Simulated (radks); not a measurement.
Values are calculated unless marked as measured or tabulated.
Ionisation of the vanadium ion V3+, [Ar] 3d2, to V4+, [Ar] 3d1, under several functionals. Non-relativistic Kohn-Sham, spin-unpolarised, spherical densities, point nucleus; a radial shooting solver on a logarithmic mesh with Libxc functionals.

| functional | E(V3+) (hartree) | Exc (hartree) | IE (eV) | -e(HOMO) (eV) | <r> HOMO (bohr) | IE error (eV) |
|---|---|---|---|---|---|---|
| HCTH/407 | -942.22656 | -44.52539 | 46.698 | 37.689 | 1.164 | -0.011 |
| exchange-only LDA | -938.02701 | -40.18532 | 44.660 | 35.774 | 1.182 | -2.049 |
| XLYP | -942.18390 | -44.42224 | 46.137 | 37.198 | 1.182 | -0.572 |
| LDA (Slater exchange, Perdew-Zunger correlation) | -939.77078 | -41.96143 | 46.367 | 37.417 | 1.171 | -0.342 |
| OLYP | -942.11285 | -44.38651 | 46.269 | 37.284 | 1.175 | -0.440 |
| r2SCAN | -941.88844 | -44.14068 | 45.554 | 36.686 | 1.170 | -1.155 |
| LDA (Slater exchange, VWN5 correlation) | -939.78258 | -41.97373 | 46.382 | 37.430 | 1.171 | -0.327 |
| TPSS | -941.98155 | -44.22526 | 45.876 | 36.937 | 1.175 | -0.833 |

NIST Atomic Spectra Database: 46.709 eV (measured). Closest: HCTH/407. The Delta-SCF values span 2.04 eV, the total energies 4.20 hartree. The highest occupied level is 3d. Spin polarisation and multiplet splitting are left out, so open shells lie too high by an amount that depends on their filling.

Beside tabulated values, note that spin-unpolarised runs miss the spin-polarisation part of the exchange energy of open shells.
